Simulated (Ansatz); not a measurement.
Steps of a relaxation of `B[Si](Cl)(Cl)Cl` with RKS PBE-D4/def2-SVP.

```sh
$ ansatz run in.yaml --threads 4 --pin off --events-out ev --progress --plain --max-ram 10444MiB
```

```yaml
crystal:
  periodic: [false, false, false]
  atoms:
    - {symbol: B, position_ang: [0.290100, 0.127500, 1.208100]}
    - {symbol: Si, position_ang: [-0.153100, -0.109900, -0.683500]}
    - {symbol: Cl, position_ang: [-2.038400, 0.746100, -1.158000]}
    - {symbol: Cl, position_ang: [-0.129200, -2.150300, -1.087700]}
    - {symbol: Cl, position_ang: [1.343200, 0.786200, -1.862500]}
    - {symbol: H, position_ang: [-0.528200, 0.766700, 1.878700]}
    - {symbol: H, position_ang: [1.276800, -0.234300, 1.659100]}
basis:
  gaussian: {orbitals: def2-SVP}
hamiltonian: {xc: pbe, dispersion: d4}
relax: {f_tol: 0.03, max_steps: 200}
```

Positions (Å) and forces (eV/Å) along the path, 13 of 13 steps:

```xyz
7
step=1 energy=-46122.0290 eV
B     0.290    0.128    1.208   -1.816    1.241    0.097
Si   -0.153   -0.110   -0.683   -0.307    0.229   -0.952
Cl   -2.038    0.746   -1.158    0.759   -0.419    0.042
Cl   -0.129   -2.150   -1.088   -0.174    0.054   -0.050
Cl    1.343    0.786   -1.863   -0.399   -0.099    0.237
H    -0.528    0.767    1.879    0.376   -0.331   -0.084
H     1.277   -0.234    1.659    1.559   -0.675    0.709
7
step=2 energy=-46122.1344 eV
B     0.314    0.219    1.220   -0.677   -0.293    0.362
Si   -0.137   -0.113   -0.689   -0.203    0.213   -0.452
Cl   -1.988    0.666   -1.243    0.117   -0.054    0.053
Cl   -0.202   -2.149   -1.113    0.089    0.090    0.092
Cl    1.293    0.833   -1.873    0.007   -0.089    0.056
H    -0.502    0.772    1.947    0.277    0.087   -0.157
H     1.283   -0.295    1.706    0.390    0.046    0.046
7
step=3 energy=-46122.1600 eV
B     0.273    0.166    1.246   -0.097    0.067   -0.590
Si   -0.170   -0.075   -0.728    0.311   -0.213    0.713
Cl   -1.993    0.703   -1.273   -0.207    0.121   -0.164
Cl   -0.207   -2.131   -1.057   -0.013    0.020   -0.050
Cl    1.332    0.785   -1.863    0.019    0.063   -0.124
H    -0.525    0.689    1.984   -0.085    0.016    0.177
H     1.350   -0.205    1.646    0.073   -0.074    0.038
7
step=4 energy=-46122.1765 eV
B     0.259    0.184    1.245    0.075   -0.054   -0.041
Si   -0.169   -0.078   -0.695   -0.040    0.007   -0.107
Cl   -1.984    0.702   -1.324   -0.005    0.007    0.011
Cl   -0.203   -2.128   -1.050    0.005    0.018    0.051
Cl    1.321    0.785   -1.860   -0.006    0.001    0.050
H    -0.513    0.683    2.036    0.018   -0.013   -0.003
H     1.349   -0.216    1.603   -0.047    0.034    0.040
7
step=5 energy=-46122.1806 eV
B     0.270    0.177    1.236   -0.041   -0.008   -0.054
Si   -0.167   -0.058   -0.704    0.041    0.008   -0.022
Cl   -1.971    0.742   -1.333    0.003    0.005    0.008
Cl   -0.234   -2.118   -0.993   -0.001    0.000    0.017
Cl    1.335    0.758   -1.883   -0.008   -0.002   -0.018
H    -0.555    0.562    2.034   -0.007   -0.003    0.054
H     1.384   -0.132    1.597    0.013    0.000    0.015
7
step=6 energy=-46122.1798 eV rejected
B     0.277    0.172    1.226   -0.203    0.044    0.312
Si   -0.162   -0.025   -0.714    0.107    0.009    0.001
Cl   -1.948    0.803   -1.356    0.015   -0.009    0.013
Cl   -0.277   -2.100   -0.905    0.004    0.048   -0.001
Cl    1.354    0.714   -1.924   -0.044   -0.034   -0.040
H    -0.617    0.378    2.050    0.357   -0.091   -0.243
H     1.434   -0.009    1.578   -0.236    0.033   -0.042
7
step=7 energy=-46122.1841 eV
B     0.263    0.173    1.228    0.007    0.033    0.066
Si   -0.154   -0.040   -0.717    0.008    0.036    0.064
Cl   -1.955    0.776   -1.331   -0.002   -0.002   -0.029
Cl   -0.249   -2.109   -0.944    0.005    0.012   -0.008
Cl    1.345    0.737   -1.924   -0.024   -0.030   -0.011
H    -0.584    0.470    2.049    0.029   -0.045   -0.067
H     1.395   -0.074    1.593   -0.023   -0.003   -0.015
7
step=8 energy=-46122.1871 eV
B     0.265    0.178    1.230   -0.017   -0.037    0.146
Si   -0.149   -0.014   -0.719    0.040    0.007    0.052
Cl   -1.945    0.802   -1.345   -0.014    0.015   -0.020
Cl   -0.259   -2.090   -0.903    0.000    0.023    0.019
Cl    1.349    0.705   -1.961   -0.029   -0.011    0.008
H    -0.609    0.378    2.061    0.129   -0.036   -0.164
H     1.410   -0.026    1.592   -0.109    0.038   -0.041
7
step=9 energy=-46122.1880 eV
B     0.267    0.164    1.232   -0.030    0.085    0.168
Si   -0.145   -0.003   -0.719    0.034    0.002    0.023
Cl   -1.930    0.828   -1.358   -0.023    0.002    0.011
Cl   -0.274   -2.082   -0.870    0.003    0.017    0.008
Cl    1.345    0.690   -1.983   -0.011   -0.026    0.027
H    -0.626    0.311    2.059    0.198   -0.074   -0.200
H     1.425    0.025    1.593   -0.171   -0.005   -0.037
7
step=10 energy=-46122.1913 eV
B     0.269    0.170    1.217    0.040   -0.016    0.192
Si   -0.136    0.026   -0.714   -0.056   -0.049   -0.273
Cl   -1.927    0.851   -1.352    0.047   -0.015    0.024
Cl   -0.277   -2.063   -0.813    0.010    0.085    0.027
Cl    1.348    0.668   -2.012   -0.035   -0.015    0.038
H    -0.630    0.227    2.027   -0.054    0.006    0.008
H     1.412    0.053    1.601    0.050    0.005   -0.016
7
step=11 energy=-46122.1924 eV
B     0.270    0.174    1.218   -0.020   -0.091    0.125
Si   -0.137    0.030   -0.724    0.004    0.036   -0.007
Cl   -1.926    0.862   -1.353    0.020   -0.016   -0.017
Cl   -0.279   -2.056   -0.791    0.002    0.026   -0.011
Cl    1.354    0.662   -2.016   -0.036   -0.018   -0.002
H    -0.641    0.196    2.026    0.078    0.028   -0.075
H     1.420    0.063    1.593   -0.047    0.035   -0.012
7
step=12 energy=-46122.1936 eV
B     0.271    0.166    1.224   -0.010    0.003   -0.048
Si   -0.135    0.034   -0.723    0.007   -0.004    0.032
Cl   -1.924    0.861   -1.357    0.005   -0.003    0.000
Cl   -0.279   -2.053   -0.794    0.000    0.009   -0.002
Cl    1.348    0.659   -2.025   -0.004   -0.002    0.001
H    -0.638    0.197    2.025   -0.020    0.000    0.012
H     1.418    0.067    1.603    0.024   -0.003    0.004
7
step=13 energy=-46122.1937 eV
B     0.271    0.166    1.224    0.000   -0.001   -0.002
Si   -0.135    0.034   -0.721    0.000    0.002   -0.002
Cl   -1.923    0.862   -1.356    0.004   -0.001    0.001
Cl   -0.279   -2.052   -0.794    0.000    0.001    0.001
Cl    1.347    0.659   -2.025   -0.003   -0.001    0.003
H    -0.640    0.196    2.024   -0.001    0.000    0.000
H     1.419    0.068    1.602    0.001    0.000    0.000
```

Run time 9.5 s (4 threads of an INTEL XEON PLATINUM 8581C on a shared host); peak host memory 0.17 GiB.
